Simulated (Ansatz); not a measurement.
Cost and result for the atomization energy of FGeH3OSi, SMILES `[F][GeH]1[O][SiH2]1` (7 atoms, 7 bonds).

Charge 0, multiplicity 1. Correlated methods include outer-core shells of Ge, which these sets cover unevenly. Scalar relativity is left out up to krypton. Geometry: relaxed with PBE0-D4/def2-TZVP. Program: Ansatz. All runs use 2 threads of an Arm Neoverse V1 on a shared host. Times are those of one run each, without the atoms' runs, and a repeat can differ threefold. Electronic energies, without spin–orbit coupling; frozen cores. CCSD(T)/CBS adds CCSD(T) − MP2 in def2-TZVPP to the MP2 limit, and its time is that of the two runs behind it. T1 = 0.014. With those shells the extrapolation isn't a true limit. B3LYP takes the VWN-RPA correlation (the form of Gaussian; ORCA's B3LYP/G).

CCSD(T)/CBS is a level of theory with its own doubt, some kJ/mol a heavy atom from the limit and from the frozen cores, so smaller differences don't rank the functionals.

```csv
level,functions,wall time,atomization (kJ/mol),difference from CCSD(T)/CBS,per bond
LDA (SPW92)/def2-TZVPP,194,1.5 s,2621.2,349.1,49.9
BLYP-D4/def2-TZVPP,194,2.6 s,2245.2,-26.9,-3.9
revPBE-D4/def2-TZVPP,194,2.7 s,2213.4,-58.7,-8.4
PBE-D4/def2-TZVPP (with forces),194,3.2 s,2282.2,10.1,1.4
CAM-B3LYP-D4/def2-TZVPP,194,5 s,2250.9,-21.2,-3.0
CCSD(T)/def2-SVP,93,6 s,2046.6,-225.5,-32.2
r2SCAN-D4/def2-TZVPP (with forces),194,6.5 s,2271.0,-1.1,-0.2
B3LYP-D4/def2-TZVPP (with forces),194,6.5 s,2230.6,-41.5,-5.9
r2SCANh-D4/def2-TZVPP,194,7.5 s,2242.3,-29.8,-4.3
ωB97M-V/def2-TZVPP (with forces),194,16 s,2247.2,-24.9,-3.6
MP2/def2-QZVPP,363,23 s,2303.4,31.3,4.5
CCSD(T)/def2-TZVPP,194,2.1 min,2200.9,-71.2,-10.2
CCSD(T)/CBS(def2),–,2.5 min,2272.1,0.0,0.0
```

From r2SCAN to r2SCAN0 (25 % exact exchange), in def2-TZVPP and without D4, the atomization energy moves by −70.0 kJ/mol: exact exchange takes away binding that semilocal exchange gives to molecules. In def2-TZVPP, CCSD(T) changes the Hartree–Fock value by +670.4 kJ/mol (the triples alone add +46.5 kJ/mol) and MP2 by +729.5 kJ/mol; breaking electron pairs costs correlation energy, which Hartree–Fock lacks. The D4 term adds +22.9 kJ/mol with B3LYP and +11.8 kJ/mol with PBE0; it sums over pairs of atoms, weighted by their polarisabilities, and B3LYP, whose exchange is more repulsive, gets the larger term.
